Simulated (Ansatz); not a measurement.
The first iterations of a band of C$_{2}$H$_{8}$BrNSi (13 atoms, charge 0, multiplicity 1).

These are results of Ansatz 0.2.0, RKS PBE0/def2-mTZVP, not measurements.

* movable images: 9
* climbing image: yes
* spring: 5.0 eV/Å²
* optimiser: fire
* start path: through a guess of the saddle point
* force threshold: 0.05 eV/Å
* iteration limit: 23
* end points: relaxed

Initial state:

```xyz
13
Properties=species:S:1:pos:R:3
C -1.655 0.049 -0.481
C -0.397 -0.782 -0.563
Br 0.496 -0.488 -2.311
Si 0.911 -0.393 0.748
N 1.388 1.254 0.607
H -1.428 1.116 -0.499
H -2.169 -0.168 0.462
H -2.343 -0.174 -1.299
H -0.628 -1.848 -0.573
H 1.992 -1.410 0.596
H 0.306 -0.537 2.103
H 1.898 1.571 -0.205
H 1.650 1.776 1.430
```

Final state:

```xyz
13
Properties=species:S:1:pos:R:3
C -1.633 0.076 -0.452
C -0.394 -0.783 -0.560
Br 0.461 -0.509 -2.325
Si 0.949 -0.427 0.738
N 1.587 1.167 0.707
H -1.387 1.139 -0.498
H -2.125 -0.116 0.508
H -2.350 -0.139 -1.246
H -0.654 -1.843 -0.561
H 2.033 -1.419 0.523
H 0.319 -0.608 2.077
H 2.082 1.512 -0.102
H 1.131 1.916 1.206
```

| iteration | highest image above the first end (eV) | largest band force component (eV/Å) |
| --- | --- | --- |
| 1 | 0.672 | 5.699 |
| 2 | 0.403 | 4.220 |
| 3 | 0.380 | 2.860 |
| 4 | 0.340 | 1.120 |
| 5 | 0.288 | 2.922 |
| 6 | 0.285 | 2.548 |
| 7 | 0.279 | 1.870 |

Q: Does the band converge within its limit, and where does its top end?

A: It did not converge within its limit. It ended after 23 iterations with the highest image 0.077 eV above the first end. The band didn't meet its force threshold, so its energies are provisional: the largest band force was still 0.29 eV/Å, and over the last iterations the top moved between 0.08 and 0.11 eV.

Time of the run: 13 min on 2 threads of Intel(R) Xeon(R) Platinum 8488C (Sapphire Rapids) (shared host), peak memory 0.44 GiB.
